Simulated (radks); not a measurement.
Task: Ru III, 42 electrons, occupied as [Kr] 4d6 (the NIST ground configuration). Calculated with a radial shooting solver on a logarithmic mesh with Libxc functionals: scalar-relativistic Kohn-Sham, r2SCAN, spin-unpolarised, spherical densities, finite nucleus; meta-GGA in the generalised Kohn-Sham scheme; Fermi nuclear charge, rms radius 4.4809 fm. Some entries of the table are withheld. Estimate them.

orbital,occ.,eigenvalue (eV),<1/r> (bohr^-1)
1s,2,(1),45.87
2s,2,(2),(3)
2p,6,-2860.079,10.06
3s,2,-584.8270,3.606
3p,6,-474.0695,(4)
3d,10,-296.3610,3.193
4s,2,(5),1.339
4p,6,-67.7864,1.198
4d,6,-24.1124,0.8772

Result: 
(1) 1s eigenvalue (eV): -22003.58
(2) 2s eigenvalue (eV): -3194.053
(3) 2s <1/r> (bohr^-1): 10.38
(4) 3p <1/r> (bohr^-1): 3.428
(5) 4s eigenvalue (eV): -98.6521
